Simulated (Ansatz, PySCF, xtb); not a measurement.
Pair of molecules: H2S (SMILES S) (first 3 atoms) with H2Se (SMILES [SeH2]); geometry from B3LYP-D3(BJ)/def2-TZVP, rigid monomers moved along the line of their centres of mass till S1···Se4 is 3.32 Å.
(charge 0, multiplicity 1):
```xyz
6

S     -0.23344    -0.23087    -0.08260
H      0.58209     0.81659     0.11794
H     -1.30169     0.43315     0.38675
Se     0.13986     0.12562     3.19287
H      0.35691    -0.10424     4.63163
H      0.35035    -1.29365     2.88431
```

Counterpoise-corrected where a basis set is named; no monomer relaxation. Rows marked so take none.

Rows in 6-31G* carry no dispersion term and start afresh at each structure (6-31G* with six Cartesian d functions); the Pople sets are all-electron and without relativity.

The values were computed with Ansatz (Gaussian basis) for Hartree–Fock, density functionals and correlated methods; PySCF for 6-31G* rows; xtb for the GFN methods. 

One of these levels gives -65.2 meV for the interaction energy. Which?
(A) GFN-FF
(B) B3LYP/def2-TZVPPD
(C) wB97X-V/def2-TZVPPD
(D) M06-2X/6-31G* (no counterpoise)

D, M06-2X/6-31G* (no counterpoise). The others give -41.3 (GFN-FF), 65.7 (B3LYP/def2-TZVPPD), -16.3 (wB97X-V/def2-TZVPPD)

Ansatz is a first-principles code.
